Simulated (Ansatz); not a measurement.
A made-up structure of AlBH4Te, singlet:

```xyz
7
angstrom
B -0.2974 1.0883 -1.7244
Te -1.0066 -0.4871 -0.5553
Al 0.9449 0.5094 0.4554
H -2.3467 -1.4655 -0.8767
H -0.2462 -0.9282 0.8880
H 2.1947 -0.4505 0.3473
H 0.5597 1.3262 1.7513
```

It is relaxed with PBE-D4/def2-SVP and then PBE0-D4/def2-TZVP (Ansatz 0.2.0). Atoms count as bonded within 1.22 times the sum of their covalent radii (H–H: 0.88 Å). The end point is not checked to be a true minimum.

Question: Does its bonding change? (A judgement: the text doesn't fix the answer.)

Answer: By the calculation: Yes. Formed: B1–Al3; broken: Te2–Al3.

Where it ends: The first stage lowers the energy by 2.30 eV in 21 steps. It ends as AlBH₄Te ([AlH2][B][TeH2]):
B1  (-0.158, 0.501, -0.746)
Te2  (-1.798, -0.656, -0.110)
Al3  (1.462, 0.958, 0.440)
H4  (-2.382, -1.438, -1.480)
H5  (-1.534, -2.209, 0.558)
H6  (2.866, 0.261, 0.162)
H7  (1.347, 2.175, 1.461)
(Å)

Labels in which every atom is bracketed show which atoms are joined, not bond orders.

For scale, one of the runs: PBE0-D4/def2-TZVP relaxation, 142 basis functions, launched by `ansatz run in.yaml --threads 2 --pin off --events-out ev --progress --plain --max-ram 4352MiB`. The run took about 37 s on 2 CPU threads of an Arm Neoverse V2 (shared host).
